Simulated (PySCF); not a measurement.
## CsBr and its ions

RHF-CCSD(T); basis Cs def2-SVP with ECP46, Br def2-SVP; scalar-relativistic core potentials; PySCF 2.14. Neutral (RHF): singlet (closed shell), Re = 3.172 Å, ωe = 153 cm⁻¹, De = 3.59 eV.

CsBr⁺ (UHF): doublet (π ↑), Re = 3.842 Å, ωe = 54.5 cm⁻¹, De = 0.21 eV to Cs⁺ + Br. The energies at the minima are -2592.33044 hartree for CsBr and -2592.06764 for CsBr⁺.

Work out the adiabatic ionisation energy, without and with harmonic zero-point energies (1 hartree = 27.2114 eV, 1 eV = 8065.5 cm⁻¹), and the change of the bond length.

At CCSD(T): 0.26280 hartree = 7.151 eV between the minima; the zero-point term (54.5 − 153.0)/2 cm⁻¹ = -0.006 eV makes it 7.145 eV. Re changes by +67.0 pm against the neutral. The electron leaves a π orbital, and the ion is left as a loose complex of an ion and an atom.

Correlated steps freeze 9 core orbitals. Weak bonds: CsBr⁺. Basis-set superposition, not corrected here, can be much of De in a small basis, most of all at correlated wavefunction levels. These are scalar-relativistic numbers at best; spin–orbit coupling would shift them, the dissociation energy most. For an ion De counts to the pair picked by the measured ionisation energies or electron affinities, which need not be the lowest pair at this level. Where the molecule has an RHF reference, its open-shell atoms are computed with UHF. States were picked by a PBE0 search and need not be the measured ground states.

Neutral and ion stand on different kinds of reference determinant, which adds to the error of the difference.
